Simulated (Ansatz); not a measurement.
Ansatz (a quantum-chemistry and plane-wave program) input file for Zr(Cl)2(OH) (Cl2HOZr), SMILES [OH][Zr+]([Cl])[Cl], charge +1, multiplicity 1, PBE0-D3(BJ)/def2-SVP. 

Ansatz 0.2 input:
```yaml
crystal:
  periodic: [false, false, false]
  atoms:
    - {symbol: Zr, position_ang: [-0.01000876, 0.12225079, 0.51542198]}
    - {symbol: Cl, position_ang: [-0.96298435, -1.63487387, -0.50588756]}
    - {symbol: Cl, position_ang: [0.03953479, 1.53120535, -1.23157119]}
    - {symbol: O, position_ang: [1.69207318, -0.32480101, 0.94935065]}
    - {symbol: H, position_ang: [2.56240765, -0.52925855, 1.32511448]}
basis:
  gaussian:
    orbitals: def2-SVP
hamiltonian:
  xc: pbe0
  dispersion: d3bj
total_charge: 1
relax: {f_tol: 0.002, max_steps: 200}
```

Output:

```
WARN ansatz: RAYON_NUM_THREADS=1 ignored (pool sized by the plan → 1); use --threads N
Functional definition: PBE0
integrals: 0.04 GiB planned
888 factors; integrals over basis functions are off by at most 1.8e-4 eV
mean field: 0.32 GiB planned
mean field evaluation 1: about -28354.6433 eV, gradient 8.0e1 eV
mean field evaluation 2: about -28230.2420 eV, gradient 2.3e2 eV
mean field evaluation 4: about -28366.4427 eV, gradient 1.0e1 eV
mean field evaluation 8: about -28366.7451 eV, gradient 2.8e-1 eV
mean field evaluation 16: about -28366.7453 eV, gradient 8.9e-6 eV
mean field -28366.74530319 eV, -1042.4586622217 hartree, gradient 9.0e-6 eV, S^2 0.000000; 0 other end points of the search recorded, 0 dependent functions left out
the calculation of the forces begins
reference -28366.74536042 eV, -1042.4586643247 hartree; 27, 27 occupied and 59, 59 virtual orbitals, 888 factors
relax step   1: F+E_penalty+E_count = -28366.87073312 eV  Δ(F+E_penalty+E_count) = +0.000e0 eV  max|allowed force component| = 1.059e0 eV/Å  Δτ_max = 0.0000 Å  (29 SCF iters, accepted)
these checks for a lower state are left out or cut short: starts, cluster_reference, orbital_swaps, neighbouring_geometries, increment
integrals: 0.04 GiB planned
888 factors; integrals over basis functions are off by at most 1.8e-4 eV
mean field: 0.32 GiB planned
mean field -28366.85621612 eV, -1042.4627381967 hartree, gradient 1.1e-5 eV, S^2 0.000000; 0 other end points of the search recorded, 0 dependent functions left out
the calculation of the forces begins
reference -28366.85627305 eV, -1042.4627402890 hartree; 27, 27 occupied and 59, 59 virtual orbitals, 888 factors
relax step   2: F+E_penalty+E_count = -28366.97734532 eV  Δ(F+E_penalty+E_count) = -1.066e-1 eV  max|allowed force component| = 5.858e-1 eV/Å  Δτ_max = 0.1754 Å  (36 SCF iters, accepted)
these checks for a lower state are left out or cut short: starts, cluster_reference, orbital_swaps, neighbouring_geometries, increment
integrals: 0.04 GiB planned
888 factors; integrals over basis functions are off by at most 1.8e-4 eV
mean field: 0.32 GiB planned
mean field evaluation 32: about -28366.8787 eV, gradient 1.4e-5 eV
mean field -28366.87874906 eV, -1042.4635662668 hartree, gradient 1.4e-5 eV, S^2 0.000000; 0 other end points of the search recorded, 0 dependent functions left out
the calculation of the forces begins
reference -28366.87880589 eV, -1042.4635683554 hartree; 27, 27 occupied and 59, 59 virtual orbitals, 888 factors
relax step   3: F+E_penalty+E_count = -28366.99958871 eV  Δ(F+E_penalty+E_count) = -2.224e-2 eV  max|allowed force component| = 2.855e-1 eV/Å  Δτ_max = 0.0397 Å  (30 SCF iters, accepted)
these checks for a lower state are left out or cut short: starts, cluster_reference, orbital_swaps, neighbouring_geometries, increment
integrals: 0.04 GiB planned
888 factors; integrals over basis functions are off by at most 1.8e-4 eV
mean field: 0.32 GiB planned
mean field -28366.89295905 eV, -1042.4640884745 hartree, gradient 1.6e-5 eV, S^2 0.000000; 0 other end points of the search recorded, 0 dependent functions left out
the calculation of the forces begins
reference -28366.89301581 eV, -1042.4640905604 hartree; 27, 27 occupied and 59, 59 virtual orbitals, 888 factors
relax step   4: F+E_penalty+E_count = -28367.01356318 eV  Δ(F+E_penalty+E_count) = -1.397e-2 eV  max|allowed force component| = 1.652e-1 eV/Å  Δτ_max = 0.0386 Å  (32 SCF iters, accepted)
these checks for a lower state are left out or cut short: starts, cluster_reference, orbital_swaps, neighbouring_geometries, increment
integrals: 0.04 GiB planned
888 factors; integrals over basis functions are off by at most 1.8e-4 eV
mean field: 0.32 GiB planned
mean field -28366.90206147 eV, -1042.4644229823 hartree, gradient 1.1e-5 eV, S^2 0.000000; 0 other end points of the search recorded, 0 dependent functions left out
the calculation of the forces begins
reference -28366.90211836 eV, -1042.4644250728 hartree; 27, 27 occupied and 59, 59 virtual orbitals, 888 factors
relax step   5: F+E_penalty+E_count = -28367.02316127 eV  Δ(F+E_penalty+E_count) = -9.598e-3 eV  max|allowed force component| = 9.953e-2 eV/Å  Δτ_max = 0.0558 Å  (30 SCF iters, accepted)
these checks for a lower state are left out or cut short: starts, cluster_reference, orbital_swaps, neighbouring_geometries, increment
integrals: 0.04 GiB planned
888 factors; integrals over basis functions are off by at most 1.8e-4 eV
mean field: 0.32 GiB planned
mean field -28366.90266164 eV, -1042.4644450379 hartree, gradient 1.2e-5 eV, S^2 0.000000; 0 other end points of the search recorded, 0 dependent functions left out
the calculation of the forces begins
reference -28366.90271857 eV, -1042.4644471301 hartree; 27, 27 occupied and 59, 59 virtual orbitals, 888 factors
relax step   6: F+E_penalty+E_count = -28367.02404363 eV  Δ(F+E_penalty+E_count) = -8.824e-4 eV  max|allowed force component| = 4.541e-2 eV/Å  Δτ_max = 0.0149 Å  (32 SCF iters, accepted)
these checks for a lower state are left out or cut short: starts, cluster_reference, orbital_swaps, neighbouring_geometries, increment
integrals: 0.04 GiB planned
888 factors; integrals over basis functions are off by at most 1.9e-4 eV
mean field: 0.32 GiB planned
mean field -28366.90271802 eV, -1042.4644471099 hartree, gradient 1.2e-5 eV, S^2 0.000000; 0 other end points of the search recorded, 0 dependent functions left out
the calculation of the forces begins
reference -28366.90277498 eV, -1042.4644492032 hartree; 27, 27 occupied and 59, 59 virtual orbitals, 888 factors
relax step   7: F+E_penalty+E_count = -28367.02429554 eV  Δ(F+E_penalty+E_count) = -2.519e-4 eV  max|allowed force component| = 6.621e-3 eV/Å  Δτ_max = 0.0126 Å  (32 SCF iters, accepted)
these checks for a lower state are left out or cut short: starts, cluster_reference, orbital_swaps, neighbouring_geometries, increment
integrals: 0.04 GiB planned
888 factors; integrals over basis functions are off by at most 1.9e-4 eV
mean field: 0.32 GiB planned
mean field evaluation 64: about -28366.9027 eV, gradient 2.8e-4 eV
mean field -28366.90273041 eV, -1042.4644475653 hartree, gradient 1.8e-5 eV, S^2 0.000000; 0 other end points of the search recorded, 0 dependent functions left out
the calculation of the forces begins
reference -28366.90278737 eV, -1042.4644496586 hartree; 27, 27 occupied and 59, 59 virtual orbitals, 888 factors
relax step   8: F+E_penalty+E_count = -28367.02429799 eV  Δ(F+E_penalty+E_count) = -2.459e-6 eV  max|allowed force component| = 4.540e-3 eV/Å  Δτ_max = 0.0038 Å  (26 SCF iters, accepted)
these checks for a lower state are left out or cut short: starts, cluster_reference, orbital_swaps, neighbouring_geometries, increment
integrals: 0.04 GiB planned
888 factors; integrals over basis functions are off by at most 1.9e-4 eV
mean field: 0.32 GiB planned
mean field -28366.90271816 eV, -1042.4644471152 hartree, gradient 1.2e-5 eV, S^2 0.000000; 0 other end points of the search recorded, 0 dependent functions left out
the calculation of the forces begins
reference -28366.90277513 eV, -1042.4644492086 hartree; 27, 27 occupied and 59, 59 virtual orbitals, 888 factors
relax step   9: F+E_penalty+E_count = -28367.02430350 eV  Δ(F+E_penalty+E_count) = -5.505e-6 eV  max|allowed force component| = 5.870e-4 eV/Å  Δτ_max = 0.0016 Å  (25 SCF iters, accepted)
integrals: 0.04 GiB planned
888 factors; integrals over basis functions are off by at most 1.9e-4 eV
mean field: 0.32 GiB planned
mean field -28366.90271816 eV, -1042.4644471152 hartree, gradient 1.2e-5 eV, S^2 0.000000; 1 other end points of the search recorded, 0 dependent functions left out
the calculation of the forces begins
reference -28366.90277513 eV, -1042.4644492086 hartree; 27, 27 occupied and 59, 59 virtual orbitals, 888 factors
Total energy: -28367.02436046 eV, -1042.4689173873 hartree
Atom 0 at    -0.035449     0.103883     0.417036 Å, force    -0.000439     0.000040    -0.000348 eV/Å
Atom 1 at    -0.981103    -1.784623    -0.427717 Å, force     0.000070     0.000270    -0.000001 eV/Å
Atom 2 at     0.126785     1.677259    -1.217739 Å, force    -0.000117    -0.000255     0.000148 eV/Å
Atom 3 at     1.645651    -0.287951     1.057413 Å, force     0.000587     0.000045     0.000133 eV/Å
Atom 4 at     2.565138    -0.544045     1.223436 Å, force    -0.000101    -0.000100     0.000069 eV/Å
Dipole moment:     0.125801     0.185914     0.990590 e Å
```

The run converged.

Cost: around 40 core-seconds (rough).
